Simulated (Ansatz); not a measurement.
Consider the redistribution: `[BH2][AlH][CH3]` + `[NH2][GaH][O][SiH3]` → `[BH2][AlH][O][SiH3]` + `[CH3][GaH][NH2]`.

Program: Ansatz. Geometries: PBE0-D4/def2-TZVP. ΔE: electronic, gas phase. CBS: MP2 limit from def2 TZ/QZ plus the TZ coupled-cluster correction, frozen cores. DFT in def2-TZVPP. B3LYP here is the variant with VWN-RPA as its local correlation; programs differ in this. For Ga outer-core shells are correlated without core-valence functions, which leaves a few kJ/mol of doubt a bond. Scalar relativity is left out up to krypton. Each species was taken in one conformer, which may not be the lowest.

```tsv
level	ΔE (kJ/mol)	difference from CCSD(T)/CBS
r2SCAN-D4	-73.4	6.2
B97M-V	-73.5	6.1
PBE0-D4	-73.1	6.5
r2SCAN0-D4	-75.2	4.4
BHLYP-D4	-78.6	1.0
revPBE	-70.7	8.9
PBE0	-73.5	6.1
B3LYP	-78.2	1.4
RPA@PBE/def2-TZVPP	-77.3	2.3
MP2/def2-SVP	-71.9	7.7
HF/def2-TZVPP	-77.2	2.4
SCS-MP2/def2-TZVPP	-77.4	2.2
CCSD/def2-TZVPP	-77.2	2.4
SCS-MP2/def2-QZVPP	-79.1	0.5
HF/CBS(def2)	-77.4	2.2
CCSD/CBS(def2)	-80.7	-1.1
CCSD(T)/CBS	-79.6	0
```

Question: What do rigid-rotor, harmonic-oscillator terms from PBE0-D4/def2-TZVP frequencies (298.15 K, 1 bar) make of the CCSD(T)/CBS value? (Best estimate.)

Answer: Computed: ΔZPE = +3.0 kJ/mol, ΔH = -77.1 kJ/mol, ΔS = 10 J/(mol·K), ΔG = -80.1 kJ/mol. Modes under 50 cm⁻¹ make the entropy rough.

Largest T1 diagnostic among the species: 0.013.

Leaving LDA and LC-ωPBE aside and taking each functional with its dispersion term where it has one, the values, not all of them listed here, spread over 8.7 kJ/mol, from BHLYP-D4 to revPBE-D4. At CCSD(T), def2-SVP lies +8.7 kJ/mol from the extrapolated value and def2-TZVPP +3.5 kJ/mol.
